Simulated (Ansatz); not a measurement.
Coupled-cluster diagnostics for SbSbSbSb tetrahedron (Sb₄), Ansatz.

Geometry of the singlet (r2SCAN-D4/def2-SVP):

```tsv
atom	x (Å)	y (Å)	z (Å)
Sb1	1.2217	0.5076	-1.1302
Sb2	-0.1516	1.1877	1.2625
Sb3	0.4521	-1.5300	0.6944
Sb4	-1.5221	-0.1653	-0.8266
```

In the def2 sets Sb takes a core potential; there is no spin–orbit coupling. Correlated methods freeze 16 core orbitals; core or outer-core shells of Sb are correlated, in sets that lack core-valence functions.

(1) Estimate the CCSD(T) correlation energy, the shares of MP2 and (T), T1 and the reference's ⟨S²⟩ for: charge 0, singlet, own geometry in def2-SVP; charge 1, doublet, vertical in def2-SVP; and the rough time on 4 threads of Arm Neoverse V1 on a shared host.

Results:

(1) 
```tsv
state	basis	correlation (eV)	MP2 share (%)	(T) share (%)	T1	⟨S²⟩ (pure)	wall time
charge 0, singlet, own geometry	def2-SVP	-13.506	93.0	5.7	0.011	0.00 (0.00)	5 s
charge 1, doublet, vertical	def2-SVP	-13.015	91.7	5.9	0.014	0.79 (0.75)	25 s
```
Customary marks for T1 are 0.02 (closed shells), 0.045 (open shells) and about 0.05 (3d metals). T1 stays under 0.02 throughout.
